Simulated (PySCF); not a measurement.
Computed properties of C₃H₇NSi, SMILES NC=C=C[SiH3]

C3H7NSi, SMILES C(=C=C[SiH3])N. Geometry optimised at r2SCAN-D4/def2-SVP. The structure was generated by enumeration; whether it is a known compound was not checked. One conformer was computed; it need not be the lowest. All values are computed for the isolated molecule unless a solvent is named; none is compared with measurement here.

**Structure.** All 30 harmonic modes at r2SCAN-D4/def2-SVP (PySCF) are real, so it is a minimum. With heavy atoms numbered as in [NH2:1][CH:2]=[C:3]=[CH:4][SiH3:5], the shortest bond between them is C3–C4 at 1.317 Å and the longest C4–Si5 at 1.877 Å.

**Vibrations.** The strongest infrared lines (harmonic, unscaled, degenerate partners summed) lie at 918 cm⁻¹ (291 km/mol, H 90 %, Si 9 %), 684 cm⁻¹ (226 km/mol, H 68 %, N 24 %), 2204 cm⁻¹ (141 km/mol, H 98 %). The softest mode is at 84 cm⁻¹ and the zero-point energy is 55.5 kcal/mol.

**Electronic structure.** HF/def2-TZVP (PySCF) places the frontier levels at -8.62 and 3.06 eV, a gap of 11.68 eV, and gives a dipole moment of 2.09 D and a mean polarisability of 74.0 bohr³. PBE/def2-TZVP (PySCF) at the same geometry gives -4.84 and -1.37 eV, so its gap is 8.21 eV narrower. An orbital gap is neither the optical nor the fundamental gap.

**Excitations.** TDA-ωB97X/def2-SVPD (PySCF) has S1 at 4.27 eV (291 nm, f = 0.001, dark); the most intense of the 10 singlets computed lies at 7.41 eV (f = 0.80). T1 (TDA) is at 3.89 eV, 0.38 eV under S1. TDA-PBE/def2-SVPD (PySCF) puts S1 at 3.64 eV. No vertical singlet excitation falls in the visible range (under 3.1 eV).

**NMR.** GIAO shifts at PBE0/pcSseg-1 (PySCF) (non-relativistic, atoms alike by connectivity averaged): ¹³C from 94.4 to 234.8 ppm against TMS; ¹H from 1.6 to 6.5 ppm against TMS; ²⁹Si at -68.5 ppm against TMS.

**Solvation.** SMD-ωB97X/6-31G* (PySCF) gives -2.1 kcal/mol in water, -4.8 kcal/mol in chloroform, -4.5 kcal/mol in ethylethanoate (1 M in both phases, gas-phase geometry).
